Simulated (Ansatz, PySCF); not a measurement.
H2O2Zr, SMILES [OH][Zr][OH] (connectivity only; charge and spin as stated), neutral, multiplicity 3. Atoms are numbered in the order given.

```xyz
5

Zr     0.0000     0.0000     0.6158
O      0.0000     1.8665     0.0981
H      0.0000     2.6676    -0.4179
O      0.0000    -1.8665     0.0981
H      0.0000    -2.6676    -0.4179
```
Charge 0, spin multiplicity 3.

Coordinates come from a PBE0-D3(BJ)/def2-TZVP optimisation. The spin state was assumed, not searched. The def2 effective core potentials stand for the cores of Zr; spin–orbit coupling is left out. Other conformers were not sampled.

Two levels are set side by side: PBE-D3(BJ)/def2-TZVP (Ansatz, a quantum-chemistry and plane-wave program) and PBE0-D3(BJ)/def2-TZVP (Ansatz). Each level has its own optimised geometry; the coordinates shown are those of the second. Frequencies come from the Hessian of PySCF at each geometry. Differences are taken from unrounded values.

```tsv
quantity	PBE0-D3(BJ)	PBE-D3(BJ)	PBE-D3(BJ) minus PBE0-D3(BJ)
mean bond length (Å)	1.445	1.455	0.010
bond Zr1–O2 (Å)	1.937	1.946	0.009
bond Zr1–O4 (Å)	1.937	1.946	0.009
bond O2–H3 (Å)	0.953	0.964	0.011
bond O4–H5 (Å)	0.953	0.964	0.011
highest harmonic wavenumber (cm⁻¹)	3996	3836	-160
mean harmonic wavenumber (cm⁻¹)	1225	1172	-53
zero-point energy (kcal/mol)	15.77	15.08	-0.68
```

Exact exchange shortens and stiffens bonds; PBE has none. Differences between two approximate levels are no errors against the true value.
